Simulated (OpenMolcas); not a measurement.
**Pm4+: terms and fine structure**

- Program: OpenMolcas 26.06
- Method: CASSCF
- Basis: ANO-RCC-VQZP [9s8p6d4f3g2h]
- Scalar Hamiltonian: DKH2, point nucleus
- Active space: 3 electrons in 7 orbitals (4f)
- State averaging: 2S+1 = 4 odd, 35 roots; 2S+1 = 2 odd, 112 roots (105 in the spin-orbit step)
- Spin-orbit coupling: state interaction with AMFI integrals over the reference wave functions, term energies averaged over their components

With spin-orbit coupling, above the lowest level:

```
Configuration    Term     J  E (cm-1)      g  Term weight %     Second
          4f3     4I*   9/2       0.0  0.732             97   3 2H*(1)
          4f3     4I*  11/2      2559  0.966             99           
          4f3     4I*  13/2      5300  1.107            100           
          4f3     4I*  15/2      8160  1.199             99           
          4f3     4F*   3/2     17731  0.426             95   5 2D*(1)
          4f3  2H*(1)   9/2     17964  0.966             74  17 2G*(1)
          4f3     4F*   5/2     19148  1.032             98   2 2D*(1)
          4f3     4S*   3/2     20298  1.961             95      5 2P*
          4f3     4F*   7/2     20411  1.204             90  10 2G*(1)
          4f3     4F*   9/2     21917  1.260             79  13 2H*(1)
          4f3  2H*(1)  11/2     22267  1.095             96      3 4G*
          4f3  2G*(1)   7/2     25085  0.932             80     11 4G*
          4f3     4G*   5/2     26826  0.574             99           
          4f3     2K*  13/2     27327  0.935             99           
          4f3  2G*(1)   9/2     28739  1.133             55     23 4G*
          4f3     4G*   7/2     28859  0.976             88  11 2G*(1)
          4f3     2K*  15/2     30099  1.064             96      3 2L*
          4f3     4G*   9/2     30989  1.161             76  21 2G*(1)
          4f3  2D*(1)   3/2     31302  1.070             47     44 2P*
          4f3     4G*  11/2     32672  1.265             96   3 2H*(1)
          4f3     2P*   1/2     33942  0.645             97      3 4D*
          4f3  2D*(1)   5/2     34476  1.197             97      2 4F*
          4f3     2P*   3/2     38085  1.076             49  47 2D*(1)
          4f3     2I*  11/2     42580  0.941             89  10 2H*(2)
          4f3     2L*  15/2     43640  0.945             97      3 2K*
          4f3     4D*   3/2     43969  1.117             78  21 2D*(2)
          4f3     2I*  13/2     44254  1.076             99           
          4f3     4D*   5/2     44357  1.326             77  20 2D*(2)
          4f3     4D*   1/2     44883  0.019             97      3 2P*
          4f3     2L*  17/2     45750  1.059            100           
          4f3     4D*   7/2     47391  1.426             99           
          4f3  2H*(2)   9/2     48910  0.911             99           
          4f3  2D*(2)   3/2     50335  0.885             78     21 4D*
          4f3  2H*(2)  11/2     50630  1.076             88     10 2I*
          4f3  2D*(2)   5/2     52243  1.187             62     22 4D*
          4f3     2F*   5/2     58316  0.914             82  17 2D*(2)
          4f3     2F*   7/2     60472  1.145             98           
          4f3  2G*(2)   9/2     72630  1.110             99           
          4f3  2G*(2)   7/2     74058  0.890            100
```

Spin-orbit coupling puts the lowest level 4785 cm-1 below the lowest spin-free term.

For 4I* the intervals divided by the larger J are 465.2, 421.7, 381.4 cm-1. Landé's interval rule makes them equal in pure LS coupling; they differ by 20 % of their mean. The multiplet is regular.

High states are left out of the spin-orbit mixing, which shifts the levels that they would mix with. Without dynamic correlation excited terms often stand tens of per cent too high (terms of higher spin than the ground term too low), and those without a measured partner can miss by more than the paired ones. Only configurations of the active space appear. The first state left out of the spin-orbit step lies near 98000 cm-1 above the lowest spin-free state of the reference (among the parities and spins computed), and the list stops at four fifths of that energy or lower.

The RASSCF and RASSI steps took 71 s on 1 thread of Intel(R) Xeon(R) Platinum 8375C CPU @ 2.90GHz (Ice Lake) (shared host); the integral step is not counted.

The term weight is that of the spin-free term in the level, not the purity of its configuration. A number in round brackets counts repeated terms of one configuration in the order of the reference energies. * marks odd parity.
